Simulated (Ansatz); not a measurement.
A nudged elastic band was laid between two geometries of CH$_{5}$NSeZn (9 atoms, charge 0, multiplicity 1).

The calculation used RKS PBE/def2-SVP in Ansatz.

```yaml
movable_images: 5
climbing_image: yes
spring: 5.0 eV/Å²
optimiser: quadratic models (default)
start_path: through a guess of the saddle point
force_threshold: 0.05 eV/Å
iteration_limit: 60
end_points: relaxed
```

Image 0:

```xyz
9
Properties=species:S:1:pos:R:3
N 0.539 1.154 -0.950
C 0.444 -0.147 -0.678
Zn 0.544 -1.153 1.050
Se -1.922 -0.973 0.476
H 0.146 1.583 -1.795
H 0.854 1.819 -0.239
H 0.106 -0.722 -1.564
H 1.331 -1.763 2.238
H -1.953 0.156 1.445
```

Image 6:

```xyz
9
Properties=species:S:1:pos:R:3
N 1.855 1.282 -1.130
C 0.992 0.360 -0.873
Zn 0.671 -0.667 0.800
Se -2.189 -1.091 0.333
H -2.297 -0.028 -0.700
H 2.464 1.449 -0.303
H 0.310 0.144 -1.743
H 0.771 -1.379 2.188
H -2.488 -0.117 1.412
```

Question: Which bonds break or form, and what moves?

Answer: Bonds broken: N1–H5. Bonds formed: Se4–H5.

Question: What energy profile does the band end with?

Answer: It converged. The highest image is number 2 of 0 to 6, 1.40 eV above the first end and 0.48 eV above the last; the last end lies 0.92 eV above the first. The profile has 2 maxima (images 2, 4) with wells between them (image 3): this band takes more than one step, which may be the mechanism or a detour left from its start path. Neighbouring images differ by up to 1.3 eV, so the band resolves the path poorly. A vibrational analysis at the climbing image gives one clearly imaginary mode, 159i cm⁻¹: a first-order saddle point. The orbitals stay closed-shell, which can raise the energy where a bond breaks towards radicals; this wasn't checked here.

```tsv
image	path coordinate (Å)	energy (eV)	N1–H5 (Å)	Se4–H5 (Å)
0	0.00	0.00	1.03	4.00
1	1.53	0.15	1.03	3.01
2	3.06	1.40	1.07	2.37
3	4.96	0.99	2.03	1.51
4	6.86	1.08	2.58	1.49
5	8.76	0.94	3.32	1.48
6	10.66	0.92	4.38	1.49
```

Question: What is the geometry of the highest image?

Answer: 
```xyz
9
Properties=species:S:1:pos:R:3:forces:R:3
N 0.420 0.945 -0.628 -0.02 0.02 -0.02
C 0.526 -0.339 -0.339 0.00 -0.01 0.01
Zn 1.484 -1.247 1.099 0.00 0.00 0.00
Se -2.537 0.052 -0.742 0.00 0.00 0.00
H -0.488 1.176 -1.142 0.02 0.00 0.01
H 0.831 1.671 -0.031 0.00 0.00 0.00
H -0.123 -0.944 -1.005 0.00 -0.01 0.00
H 2.259 -2.020 2.179 0.00 0.00 0.00
H -2.284 0.659 0.593 0.00 0.00 0.00
```

Run time: 3.4 min on 2 threads of Intel(R) Xeon(R) 6975P-C (Granite Rapids), with other jobs on the host, peak memory 0.2 GiB.
